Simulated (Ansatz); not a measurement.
The inner images of a band of Cl3HOSn + H (7 atoms, charge 0, multiplicity 2) are given out of order.

The calculation used UKS B3LYP/def2-SVP in Ansatz 0.2.0.

Image 0:

```xyz
7
Properties=species:S:1:pos:R:3
Sn -0.046 -0.029 -0.146
Cl -0.044 -0.044 2.200
O 1.795 -0.014 -0.854
H 2.250 -0.856 -0.688
Cl -1.058 1.917 -0.937
Cl -1.199 -1.929 -0.899
H 0.045 0.002 5.286
```

Image 8:

```xyz
7
Properties=species:S:1:pos:R:3
Sn -0.067 0.010 0.010
Cl 0.733 0.137 3.482
O 1.752 -0.010 -0.843
H 2.101 -0.913 -0.908
Cl -1.129 1.947 -0.930
Cl -1.180 -2.002 -0.731
H -0.468 -0.121 3.882
```

Problem. Put them in order from the first end to the last, with their energies above the first end.
A.
```xyz
7
Properties=species:S:1:pos:R:3
Sn -0.104 -0.024 -0.065
Cl 0.690 0.052 3.494
O 1.748 -0.002 -0.848
H 2.136 -0.892 -0.876
Cl -1.131 1.931 -0.999
Cl -1.187 -2.007 -0.916
H -0.408 -0.011 4.172
```
B.
```xyz
7
Properties=species:S:1:pos:R:3
Sn -0.080 -0.018 -0.131
Cl 0.175 -0.024 3.243
O 1.794 -0.007 -0.868
H 2.211 -0.879 -0.791
Cl -1.081 1.956 -1.038
Cl -1.191 -1.990 -0.959
H -0.085 0.009 4.509
```
C.
```xyz
7
Properties=species:S:1:pos:R:3
Sn -0.038 -0.020 -0.059
Cl -0.046 -0.026 2.288
O 1.806 -0.004 -0.757
H 2.217 -0.881 -0.697
Cl -1.063 1.923 -0.845
Cl -1.169 -1.935 -0.809
H 0.035 -0.008 4.843
```
D.
```xyz
7
Properties=species:S:1:pos:R:3
Sn -0.056 -0.012 -0.090
Cl -0.047 -0.025 3.050
O 1.825 -0.006 -0.800
H 2.226 -0.887 -0.720
Cl -1.073 1.980 -0.937
Cl -1.174 -1.994 -0.881
H 0.042 -0.008 4.342
```
E.
```xyz
7
Properties=species:S:1:pos:R:3
Sn -0.038 -0.012 -0.008
Cl -0.029 -0.019 2.761
O 1.828 -0.001 -0.717
H 2.204 -0.894 -0.684
Cl -1.081 1.962 -0.802
Cl -1.168 -1.970 -0.766
H 0.027 -0.017 4.179
```
F.
```xyz
7
Properties=species:S:1:pos:R:3
Sn -0.035 -0.013 0.024
Cl -0.041 -0.019 2.436
O 1.808 -0.001 -0.696
H 2.197 -0.891 -0.678
Cl -1.066 1.931 -0.778
Cl -1.155 -1.940 -0.743
H 0.035 -0.018 4.398
```
G.
```xyz
7
Properties=species:S:1:pos:R:3
Sn -0.099 -0.027 -0.123
Cl 0.477 0.009 3.389
O 1.766 -0.004 -0.883
H 2.182 -0.879 -0.842
Cl -1.109 1.940 -1.045
Cl -1.197 -2.000 -0.970
H -0.277 0.009 4.438
```

Solution. C (+1.5 kJ/mol), F (+8.7 kJ/mol), E (-73.7 kJ/mol), D (-108.5 kJ/mol), B (-114.2 kJ/mol), G (-118.7 kJ/mol), A (-122.1 kJ/mol).

Time of the run: 6.7 min on 4 threads of Intel(R) Xeon(R) Platinum 8259CL CPU @ 2.50GHz (Skylake/Cascade Lake) (shared host), peak memory 0.44 GiB.
